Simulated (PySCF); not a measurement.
**Worked example: oscillator strength and radiative lifetime**

C7H8, SMILES C1=CC2C=CC1C2.

Coordinates come from a ωB97X-D3(BJ)/def2-SVP optimisation. One conformer was computed; it need not be the lowest.

TDA-M06-2X/def2-SVPD (PySCF 2.14.0) puts the first singlet state with f over 0.02 at 6.17 eV (vertical), with the transition dipole (0.384, 0.000, 0.000) in atomic units.

**Question.** Find the oscillator strength, the wavelength and the radiative lifetime that this transition would have in vacuum if emission retraced absorption.

**Answer.** 
|μ|² = 0.1475 au, so |μ| = 0.98 D. ΔE = 6.17/27.211 = 0.2267 hartree. f = (2/3) ΔE |μ|² = 0.022 (the program prints 0.022).
λ = 1239.84/6.17 = 201 nm; ν = 49764 cm⁻¹.
Einstein's coefficient A = 0.6670 ν² f s⁻¹ (ν in cm⁻¹) = 3.7e7 s⁻¹, so τ = 1/A = 27 ns. This state is S2; the lower singlet has f = 0.000. The figure is the radiative limit of this one transition; relaxation, internal conversion, crossing to triplets and a medium change what is measured.
